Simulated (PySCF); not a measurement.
This PySCF input asks for the NMR shieldings of `C[C@@H](F)CC[C@@H](Cl)CO`, C6H12ClFO; the geometry comes from GFN2-xTB.

```python
import basis_set_exchange as bse
import numpy as np
from pyscf import gto, dft
from pyscf.prop import nmr

atoms = """
C    -3.347382    0.589227   -0.433418
C    -2.126641    0.068647    0.309042
F    -2.293561   -1.290675    0.530977
C    -0.831142    0.278462   -0.469606
C     0.384964   -0.239367    0.298421
C     1.672674   -0.110576   -0.497862
Cl    2.034409    1.631636   -0.783674
C     2.878883   -0.721551    0.216658
O     4.046580   -0.657583   -0.549700
H    -4.250103    0.351864    0.124104
H    -3.276669    1.666238   -0.552554
H    -3.413207    0.124493   -1.414454
H    -2.056310    0.518223    1.308644
H    -0.720407    1.344116   -0.672894
H    -0.909985   -0.248292   -1.423024
H     0.234399   -1.295787    0.531835
H     0.486006    0.304731    1.240328
H     1.570706   -0.553527   -1.491830
H     2.690070   -1.784242    0.388993
H     3.016325   -0.225917    1.188954
H     4.201472    0.266821   -0.787223
"""
names = dict.fromkeys(["C", "F", "Cl", "O", "H"], "pcSseg-1")
basis = {el: gto.basis.parse(bse.get_basis(n, elements=[el], fmt="nwchem")) for el, n in names.items()}
mol = gto.M(atom=atoms, basis=basis, charge=0, verbose=0)
mf = dft.RKS(mol, xc="PBE0")
mf.grids.level = 2
mf.grids.alignment = dft.numint.BLKSIZE   # the property module wants whole blocks of grid points
mf.conv_tol = 1e-9
mf.kernel()

calc = nmr.RKS(mf)   # GIAO
C = mf.mo_coeff
Co = C[:, mf.mo_occ > 0]
resp = mf.gen_response(singlet=True, hermi=2)
def vind(x):   # induced exchange potential for any number of trial vectors
    d = np.einsum("pi,xij,qj->xpq", C, 2 * x.reshape(-1, C.shape[1], Co.shape[1]), Co, optimize=True)
    return np.einsum("xpq,pi,qj->xij", resp(d - d.transpose(0, 2, 1)), C, Co, optimize=True).ravel()
mo1, _ = nmr.rhf.solve_mo1(calc, with_cphf=vind)
sigma = calc.kernel(mo1)
for i, s in enumerate(sigma):   # ppm
    w = np.linalg.eigvalsh((s + s.T) / 2)
    print("%2d %-2s iso %8.1f  s11 %8.1f  s22 %8.1f  s33 %8.1f" % (i, mol.atom_pure_symbol(i), w.mean(), *w))
```

Problem. Give the expected output.

Solution. 
```
 0 C  iso    162.6  s11    144.7  s22    155.7  s33    187.4
 1 C  iso     93.4  s11     57.4  s22     81.1  s33    141.7
 2 F  iso    381.1  s11    367.4  s22    384.9  s33    391.0
 3 C  iso    146.5  s11    128.8  s22    140.4  s33    170.3
 4 C  iso    151.8  s11    139.4  s22    145.1  s33    170.9
 5 C  iso    110.5  s11     77.5  s22    124.0  s33    129.9
 6 Cl iso    834.8  s11    648.0  s22    773.6  s33   1082.8
 7 C  iso    113.7  s11     91.1  s22    109.0  s33    141.0
 8 O  iso    300.8  s11    275.0  s22    296.7  s33    330.6
 9 H  iso     29.9  s11     25.8  s22     27.2  s33     36.8
10 H  iso     30.7  s11     26.3  s22     29.1  s33     36.6
11 H  iso     30.3  s11     26.6  s22     29.2  s33     35.0
12 H  iso     27.1  s11     25.3  s22     26.4  s33     29.6
13 H  iso     29.7  s11     23.3  s22     31.8  s33     34.1
14 H  iso     30.3  s11     25.9  s22     30.9  s33     34.0
15 H  iso     29.6  s11     23.2  s22     31.0  s33     34.7
16 H  iso     30.4  s11     26.0  s22     31.2  s33     34.1
17 H  iso     27.8  s11     24.3  s22     26.5  s33     32.7
18 H  iso     27.7  s11     22.6  s22     29.0  s33     31.6
19 H  iso     27.9  s11     22.8  s22     29.1  s33     31.8
20 H  iso     29.9  s11     19.2  s22     31.0  s33     39.6
```

These numbers come from an equivalent density-fitted implementation of the same equations, which agrees with the script to about 0.01 ppm for H and up to a few tenths of a ppm for heavy atoms, so last digits may differ.

Problem. Turn these shieldings into chemical shifts. δ = σ(ref) − σ, references computed at the same level: 13C (σ = 186.93 ppm) and 1H (σ = 31.72 ppm) vs TMS; 19F (σ = 170.95 ppm) vs CFCl3; HCl for 35Cl (σ = 949.78 ppm); H2O for 17O (σ = 336.08 ppm).

Solution. Averaging equivalent atoms: C 1: 93.5; C 5: 76.5; C 7: 73.2; C 3: 40.4; C 4: 35.2; C 0: 24.3; F 2: -210.1; Cl 6: 115; O 8: 35.3; H 12: 4.63; H 18: 3.98; H 17: 3.89; H 19: 3.80; H 15: 2.07; H 13: 1.98; H 20: 1.79; H 9/10/11: 1.43; H 14: 1.42; H 16: 1.29 ppm. Unscaled 19F shifts against computed CFCl3 carry errors that often reach 10 to 50 ppm. Experimental scales use liquid or dissolved standards, which lie at an offset from isolated H2O (liquid H2O: subtract about 36 ppm).

Size and cost of the density-fitted run: 220 basis functions, 2.5 min wall time on 1 thread of an Intel Xeon, shared host; peak memory 0.98 GiB.
